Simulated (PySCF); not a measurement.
Stepwise substitution at one centre (Si NH2-OCH3). All species are isolated molecules in the gas phase. One relaxed conformer stands for each flexible species; it need not be the lowest. Strings in code marks are SMILES.

Level of theory: PySCF with r2SCAN-D4/def2-TZVP // r2SCAN-D4/def2-SVP. Excitations are Tamm–Dancoff values on a coarser integration grid. The basis has no diffuse functions, so Rydberg states are missing or too high.

```json
[
 {"species": "0 of 4 NH2 replaced by OCH3", "S1 oscillator strength": "0.000", "HOMO–LUMO gap (eV)": "6.29", "T1 excitation (TDA) (eV)": "6.04"},
 {"species": "1 of 4 NH2 replaced by OCH3", "S1 oscillator strength": "0.027", "HOMO–LUMO gap (eV)": "6.36", "T1 excitation (TDA) (eV)": "6.09"},
 {"species": "2 of 4 NH2 replaced by OCH3 (`CO[Si](N)(N)OC`)", "S1 oscillator strength": "0.038", "HOMO–LUMO gap (eV)": "6.86", "T1 excitation (TDA) (eV)": "6.55"},
 {"species": "3 of 4 NH2 replaced by OCH3 (`[Si](OC)(OC)(N)OC`)", "S1 oscillator strength": "0.038", "HOMO–LUMO gap (eV)": "6.92", "T1 excitation (TDA) (eV)": "6.56"},
 {"species": "4 of 4 NH2 replaced by OCH3 (`CO[Si](OC)(OC)OC`)", "S1 oscillator strength": "0.002", "HOMO–LUMO gap (eV)": "7.52", "T1 excitation (TDA) (eV)": "7.30"}
]
```
